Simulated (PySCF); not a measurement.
## Calculated data, Al2FH2O, Al2H2NO, AlH3NO, AlH5NO

Computed with PySCF 2.14.0. Calculation on a computer-drawn molecule: the log of a Hartree-Fock and frozen-core CCSD(T) single point meant for a local Hartree-Fock minimum, with one planted fault or none, to be diagnosed. Offsets are logged minus clean, where the clean run is the same molecule without the fault. The reference is restricted for singlets and unrestricted otherwise, and also for a bond in bohr or an excited solution. Adding or removing an electron swaps singlet and doublet. The excited solution moves the top pair (singlet) or top alpha electron (doublet) to the lowest empty orbital. Highest occupied and lowest empty are orbital energies over both spins, largest force is the largest gradient component, triples share is (T) over the correlation energy, the T1 limit is 0.02 restricted and 0.045 unrestricted, electrons count all cores, a negative frequency is imaginary (commonest isotopes), and the dipole is about the centre of nuclear charge.

Common to all runs: logged SCF converged yes; logged CC converged yes; logged SCF stable within its kind yes; possible faults no fault, one electron removed, one electron added, multiplicity raised by two, geometry at a saddle point, SCF held on an excited solution, minimal basis STO-3G, one bond length entered in bohr, all coordinates scaled.

(1) 
```xyz
6
formula=Al2FH2O meant_charge=0 meant_multiplicity=2 meant_basis=cc-pV(D+d)Z logged_electrons=44 logged_basis_functions=84 logged_spin_squared=0 logged_highest_occupied=-15.186 logged_lowest_empty=-8.0899 logged_largest_force=0.070691 logged_T1_diagnostic=0.020699 logged_D1_diagnostic=0.064173 logged_triples_share=0.021392 logged_dipole_magnitude=7.7337 logged_energy_HF=-659.15425 logged_energy_CCSD(T)=-659.66572 planted_fault=one_electron_removed HF_energy_offset_from_clean_run=200 CCSD(T)_energy_offset_from_clean_run=196.8
F      1.5131    -1.0997     0.9722
Al     0.9717     0.4670     1.0225
O      0.0584     1.0349    -0.2575
Al    -0.8539     1.5108    -1.5936
H     -0.1137     2.1528    -2.8268
H     -2.4161     1.3142    -1.5534
```

Units: logged_highest_occupied, logged_lowest_empty in eV; logged_largest_force in hartree/bohr; logged_dipole_magnitude in debye; logged_energy_HF, logged_energy_CCSD(T) in hartree; HF_energy_offset_from_clean_run, CCSD(T)_energy_offset_from_clean_run in kcal/mol.

Drawn bonds:
```tsv
atom	other atom	order
1	2	1
2	3	1
3	4	1
4	5	1
4	6	1
```

Notes: T1 above single-reference limit.

(2) 
```xyz
6
formula=Al2H2NO meant_charge=1 meant_multiplicity=1 meant_basis=cc-pV(D+d)Z logged_electrons=42 logged_basis_functions=84 logged_spin_squared=1.4493 logged_highest_occupied=-12.997 logged_lowest_empty=-4.6293 logged_largest_force=0.021444 logged_T1_diagnostic=0.066096 logged_D1_diagnostic=0.2668 logged_triples_share=0.042628 logged_dipole_magnitude=3.3526 logged_energy_HF=-613.99032 logged_energy_CCSD(T)=-614.42831 planted_fault=one_bond_length_entered_in_bohr,row_3_of_the_drawn_bonds HF_energy_offset_from_clean_run=41.24 CCSD(T)_energy_offset_from_clean_run=85.45
N     -1.1384     2.1114    -0.8579
Al     0.0282     0.8920    -0.5805
Al     1.7994    -0.9592    -0.1590
O      3.8147    -3.0654     0.3202
H     -1.2980     2.5817    -1.7358
H     -1.7790     2.4774    -0.1701
```

Units: logged_highest_occupied, logged_lowest_empty in eV; logged_largest_force in hartree/bohr; logged_dipole_magnitude in debye; logged_energy_HF, logged_energy_CCSD(T) in hartree; HF_energy_offset_from_clean_run, CCSD(T)_energy_offset_from_clean_run in kcal/mol.

Drawn bonds:
```tsv
atom	other atom	order
1	2	1
2	3	1
3	4	2
1	5	1
1	6	1
```

Notes: T1 above single-reference limit.

(3) 
```xyz
6
formula=AlH3NO meant_charge=1 meant_multiplicity=1 meant_basis=cc-pV(D+d)Z logged_electrons=30 logged_basis_functions=66 logged_spin_squared=1.01 logged_highest_occupied=-15.769 logged_lowest_empty=-6.1453 logged_largest_force=0.026858 logged_T1_diagnostic=0.018501 logged_D1_diagnostic=0.060626 logged_triples_share=0.020593 logged_dipole_magnitude=0.71136 logged_energy_HF=-372.71752 logged_energy_CCSD(T)=-373.10909
N     -0.4483    -0.8578    -3.5014
Al    -0.8759     0.0365    -0.4384
O     -1.0871     0.4782     1.0748
H      0.4078    -1.2299    -3.8790
H     -1.1515    -0.8061    -4.2203
H     -1.2130     0.7398     1.9718
```

Units: logged_highest_occupied, logged_lowest_empty in eV; logged_largest_force in hartree/bohr; logged_dipole_magnitude in debye; logged_energy_HF, logged_energy_CCSD(T) in hartree.

Drawn bonds:
```tsv
atom	other atom	order
1	2	1
2	3	1
1	4	1
1	5	1
3	6	1
```

(4) 
```xyz
8
formula=AlH5NO meant_charge=-1 meant_multiplicity=1 meant_basis=aug-cc-pV(D+d)Z logged_electrons=34 logged_basis_functions=123 logged_spin_squared=2.0097 logged_highest_occupied=0.037498 logged_lowest_empty=3.0429 logged_largest_force=0.061619 logged_T1_diagnostic=0.027244 logged_D1_diagnostic=0.1258 logged_triples_share=0.026139 logged_dipole_magnitude=7.5753 logged_energy_HF=-374.1585 logged_energy_CCSD(T)=-374.65549
N     -1.1435    -3.4074    -0.0105
Al    -0.3216    -2.6506     1.4821
O     -1.5502    -1.7396     2.3876
H     -1.5396    -2.8219    -0.7220
H     -0.7086    -4.1897    -0.4627
H      0.8737    -1.5486     1.1312
H      0.3346    -3.8952     2.3346
H     -1.2509    -0.9143     2.7234
```

Units: logged_highest_occupied, logged_lowest_empty in eV; logged_largest_force in hartree/bohr; logged_dipole_magnitude in debye; logged_energy_HF, logged_energy_CCSD(T) in hartree.

Drawn bonds:
```tsv
atom	other atom	order
1	2	1
2	3	1
1	4	1
1	5	1
2	6	1
2	7	1
3	8	1
```

Notes: highest electron not bound in this basis.

(5) 
```xyz
8
formula=AlH5NO meant_charge=-1 meant_multiplicity=1 meant_basis=aug-cc-pV(D+d)Z logged_electrons=34 logged_basis_functions=123 logged_spin_squared=0 logged_highest_occupied=-4.6853 logged_lowest_empty=3.3149 logged_largest_force=2.112e-05 logged_lowest_frequency=127.28 logged_T1_diagnostic=0.01397 logged_D1_diagnostic=0.034826 logged_triples_share=0.027508 logged_dipole_magnitude=2.1224 logged_energy_HF=-374.26216 logged_energy_CCSD(T)=-374.8007
N     -1.1435    -3.4074    -0.0105
Al    -0.3216    -2.6506     1.4821
O     -1.5502    -1.7396     2.3876
H     -1.5396    -2.8219    -0.7220
H     -0.7086    -4.1897    -0.4627
H      0.8737    -1.5486     1.1312
H      0.3346    -3.8952     2.3346
H     -1.2509    -0.9143     2.7234
```

Units: logged_highest_occupied, logged_lowest_empty in eV; logged_largest_force in hartree/bohr; logged_lowest_frequency in cm⁻¹; logged_dipole_magnitude in debye; logged_energy_HF, logged_energy_CCSD(T) in hartree.

Drawn bonds:
```tsv
atom	other atom	order
1	2	1
2	3	1
1	4	1
1	5	1
2	6	1
2	7	1
3	8	1
```

**Q.** AlH3NO (entry 3): planted fault?
**A.** one bond length entered in bohr, row 1 of the drawn bonds

**Q.** Give the missing planted fault for AlH5NO (entry 4).
**A.** multiplicity raised by two

**Q.** AlH5NO (entry 5): planted fault?
**A.** no fault

Further results for AlH3NO (entry 3):

| Quantity | Value |
| --- | --- |
| HF energy offset from clean run | 56.11 kcal/mol |
| CCSD(T) energy offset from clean run | 79.83 kcal/mol |

Further results for AlH5NO (entry 4):

| Item | Value |
| --- | --- |
| HF energy offset from clean run | 65.05 kcal/mol |
| CCSD(T) energy offset from clean run | 91.12 kcal/mol |

Further results for AlH5NO (entry 5):

| Quantity | Value |
| --- | --- |
| HF energy offset from clean run | 0 kcal/mol |
| CCSD(T) energy offset from clean run | 0 kcal/mol |
